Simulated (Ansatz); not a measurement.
Basis-set extrapolation for `[CH3][Al]([CH3])[O]B(O)O` (PBE0-D4/def2-TZVP geometry, frozen core, Ansatz 0.2.0). Multiplicity 1, RHF reference.

```
                      def2-TZVPP   def2-QZVPP
                 HF  -571.994305  -572.017515
    MP2 correlation    -1.236293    -1.329593
CCSD(T) correlation    -1.323363      not run
```

Energies in hartree. Use E(X) = E(∞) + A·exp(−7.88·√X) for Hartree–Fock and E(X) = E(∞) + B·X^(−2.97) for correlation, with X = 3 and 4, and add CCSD(T) minus MP2 of the smaller set to the MP2 limit.

What is the CCSD(T) energy at the basis-set limit?

HF limit: -572.017515 + (-0.023210) × 0.13774 = -572.02071. MP2 limit: -1.329593 + (-0.093300) × 0.74074 = -1.39870. Higher-order term: -1.323363 − (-1.236293) = -0.08707. Total: -573.50648 hartree, 495.7 kJ/mol below CCSD(T)/def2-TZVPP.
